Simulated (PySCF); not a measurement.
Input file for PySCF: D3(BJ) and D4 dispersion corrections on H2 (SMILES [H][H]).

```python
from pyscf import gto
from pyscf.dispersion import dftd3, dftd4

mol = gto.M(
    atom='''
    H     0.00000000   -0.00000000    0.38043305
    H    -0.00000000    0.00000000   -0.38043305
    ''',
    basis='def2-svp',
    charge=0, spin=0, verbose=0, max_memory=1800)
d3, d4 = {}, {}
for xc in ['hf', 'pbe', 'blyp', 'revpbe', 'tpss', 'r2scan', 'b3lyp', 'pbe0', 'bhlyp', 'camb3lyp', 'b2plyp']:
    d3[xc] = float(dftd3.DFTD3Dispersion(mol, xc=xc, version='d3bj', atm=False).get_dispersion()['energy'])
    print(f'D3(BJ) {xc:10s} {d3[xc]:14.8f} Eh')
for xc in ['hf', 'pbe', 'blyp', 'revpbe', 'tpss', 'r2scan', 'b3lyp', 'pbe0', 'bhlyp', 'camb3lyp', 'b2plyp']:
    d4[xc] = float(dftd4.DFTD4Dispersion(mol, xc={'camb3lyp': 'cam-b3lyp'}.get(xc, xc), atm=True).get_dispersion()['energy'])
    print(f'D4     {xc:10s} {d4[xc]:14.8f} Eh')
```

It printed:

```
D3(BJ) hf            -0.00118730 Eh
D3(BJ) pbe           -0.00009280 Eh
D3(BJ) blyp          -0.00017923 Eh
D3(BJ) revpbe        -0.00028053 Eh
D3(BJ) tpss          -0.00010632 Eh
D3(BJ) r2scan        -0.00002179 Eh
D3(BJ) b3lyp         -0.00014246 Eh
D3(BJ) pbe0          -0.00006975 Eh
D3(BJ) bhlyp         -0.00009895 Eh
D3(BJ) camb3lyp      -0.00005141 Eh
D3(BJ) b2plyp        -0.00005648 Eh
D4     hf            -0.00039194 Eh
D4     pbe           -0.00007451 Eh
D4     blyp          -0.00018073 Eh
D4     revpbe        -0.00039653 Eh
D4     tpss          -0.00010149 Eh
D4     r2scan        -0.00001850 Eh
D4     b3lyp         -0.00011628 Eh
D4     pbe0          -0.00005928 Eh
D4     bhlyp         -0.00006434 Eh
D4     camb3lyp      -0.00005584 Eh
D4     b2plyp        -0.00005085 Eh
```

The run finished.

Cost: very roughly 0.03 core-seconds.
